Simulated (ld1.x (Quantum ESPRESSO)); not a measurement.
# How hard is this gallium (Ga) TM potential?

- Element: gallium
- Generator: ld1.x (Quantum ESPRESSO) 7.5
- Type: norm-conserving Troullier–Martins (Kleinman–Bylander form)
- Functional: PBE
- Relativity: scalar-relativistic
- Frozen core: [Ar] 3d10
- Valence charge: 3
- Reference configuration: 4s2 4p1
- Partial waves: 4s (bound): rc 2.05 bohr; 4p (bound): rc 2.20 bohr
- Local potential: all-electron potential smoothed inside 1.80 bohr (lloc = -1)
- Core correction: a·sin(br)/r model core, default radius (core density twice the valence density)

The pseudo-atom Hamiltonian at the reference potential is diagonalised in spherical Bessel functions j_l(qr) that vanish at 20 bohr, with q² up to the cutoff. All-electron valence levels (Ry): 4s -0.6577, 4p -0.1896.

How do the lowest levels (Ry) of each channel move with the cutoff, and are there ghosts?

```json
{"cutoff (Ry)": "8", "s #1": "-0.6407", "s #2": "-0.0272", "p #1": "-0.1873", "p #2": "0.0243", "d #1": "0.0469", "f #1": "0.1018", "Σ f·Δε (mRy)": "36.3"}
{"cutoff (Ry)": "10", "s #1": "-0.6498", "s #2": "-0.0278", "p #1": "-0.1879", "p #2": "0.0242", "d #1": "0.0469", "f #1": "0.1018", "Σ f·Δε (mRy)": "17.5"}
{"cutoff (Ry)": "12", "s #1": "-0.6538", "s #2": "-0.0280", "p #1": "-0.1887", "p #2": "0.0242", "d #1": "0.0468", "f #1": "0.1018", "Σ f·Δε (mRy)": "8.8"}
{"cutoff (Ry)": "15", "s #1": "-0.6548", "s #2": "-0.0280", "p #1": "-0.1893", "p #2": "0.0241", "d #1": "0.0468", "f #1": "0.1018", "Σ f·Δε (mRy)": "6.1"}
{"cutoff (Ry)": "18", "s #1": "-0.6549", "s #2": "-0.0281", "p #1": "-0.1895", "p #2": "0.0241", "d #1": "0.0468", "f #1": "0.1018", "Σ f·Δε (mRy)": "5.7"}
{"cutoff (Ry)": "21", "s #1": "-0.6554", "s #2": "-0.0281", "p #1": "-0.1895", "p #2": "0.0241", "d #1": "0.0468", "f #1": "0.1018", "Σ f·Δε (mRy)": "4.7"}
{"cutoff (Ry)": "25", "s #1": "-0.6562", "s #2": "-0.0282", "p #1": "-0.1895", "p #2": "0.0241", "d #1": "0.0468", "f #1": "0.1018", "Σ f·Δε (mRy)": "3.2"}
{"cutoff (Ry)": "30", "s #1": "-0.6572", "s #2": "-0.0283", "p #1": "-0.1895", "p #2": "0.0241", "d #1": "0.0468", "f #1": "0.1018", "Σ f·Δε (mRy)": "1.2"}
{"cutoff (Ry)": "35", "s #1": "-0.6575", "s #2": "-0.0283", "p #1": "-0.1896", "p #2": "0.0241", "d #1": "0.0468", "f #1": "0.1018", "Σ f·Δε (mRy)": "0.4"}
{"cutoff (Ry)": "40", "s #1": "-0.6576", "s #2": "-0.0283", "p #1": "-0.1896", "p #2": "0.0241", "d #1": "0.0468", "f #1": "0.1018", "Σ f·Δε (mRy)": "0.3"}
{"cutoff (Ry)": "45", "s #1": "-0.6576", "s #2": "-0.0283", "p #1": "-0.1896", "p #2": "0.0241", "d #1": "0.0468", "f #1": "0.1018", "Σ f·Δε (mRy)": "0.3"}
{"cutoff (Ry)": "400", "s #1": "-0.6577", "s #2": "-0.0283", "p #1": "-0.1896", "p #2": "0.0241", "d #1": "0.0468", "f #1": "0.1018", "Σ f·Δε (mRy)": "0.0"}
```

Result: no extra level below or beside the all-electron valence levels (s, p, d, f tested); 10 mRy is reached at 12 Ry and 1 mRy at 35 Ry.
